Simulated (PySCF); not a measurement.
**Diatomics with 49 electrons**

r²SCAN in PySCF with def2-SVP on every atom (core potentials on Rb, Sr), for the lowest determinant that a PBE0 search found; no spin–orbit coupling. All have 49 electrons, 3 of them in the valence shells, and the same state, a doublet (σ ↑). For ions De leads to the atom and ion picked by measured ionisation energies and electron affinities.

| species | difference of nuclear charges | Re (Å) | ωe (cm⁻¹) | k (mdyn/Å) | De (eV) | dissociates to | Mayer bond order |
| --- | --- | --- | --- | --- | --- | --- | --- |
| KZn | 11 | 3.692 | 69.1 | 0.0682 | 0.15 | K + Zn | 0.26 |
| RbMg | 25 | 4.136 | 70.7 | 0.0550 | 0.18 | Rb + Mg | 0.44 |
| NaSr | 27 | 3.921 | 91.2 | 0.0893 | 0.34 | Na + Sr | 0.50 |
| CaZn⁺ | 10 | 3.196 | 133 | 0.256 | 0.73 | Ca⁺ + Zn | 0.64 |
| KGa⁺ | 12 | 3.996 | 69.5 | 0.0708 | 0.53 | K⁺ + Ga | 0.37 |
| RbAl⁺ | 24 | 4.142 | 74.5 | 0.0670 | 0.43 | Rb⁺ + Al | 0.19 |

Task: Which member of the whole set has the stiffest bond, and how does it compare with the softest?

Result: CaZn⁺ with k = 0.256 mdyn/Å, 4.6 times that of RbMg.

Weak bonds: KZn, NaSr, RbAl⁺, RbMg. Basis-set superposition, not corrected here, can be much of De in a small basis, most of all at correlated wavefunction levels. Functionals without a dispersion term scatter widely for such bonds, and LDA overbinds them. Spin–orbit coupling is left out. For an ion De counts to the pair picked by the measured ionisation energies or electron affinities, which need not be the lowest pair at this level. States were picked by a PBE0 search and need not be the measured ground states.
